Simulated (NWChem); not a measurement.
System: SiN$_{2}$H$_{5}$F; SMILES N[SiH](F)N

NWChem input:

```
start job
memory heap 200 mb stack 900 mb global 1100 mb
geometry units angstroms noautosym nocenter noautoz
  Si    -0.078546    -0.022315     0.323804
  N      1.532524    -0.356048    -0.147493
  N     -0.487056     1.520699    -0.275722
  F     -0.922126    -1.275188    -0.293986
  H     -0.437904    -0.016297     1.768339
  H      1.867107    -1.310347    -0.202156
  H      2.279949     0.301075     0.036987
  H     -0.280982     1.784895    -1.232147
  H     -1.255007     2.053799     0.113258
end
basis spherical
  * library sto-3g
end
dft
  xc b3lyp
  iterations 150
end
property
  response 1 0.0773
end
task dft property
```

STO-3G and 3-21G are far too small for this property and stand as cheap habits. The geometry was optimised at PBE0/def2-SVP.

Field at 589 nm.

Give the results of this calculation. (B3LYP/STO-3G.) Quantities: isotropic polarisability (bohr³); anisotropy (bohr³).


* **isotropic polarisability (bohr³)**: 17.9
* **anisotropy (bohr³)**: 8.9
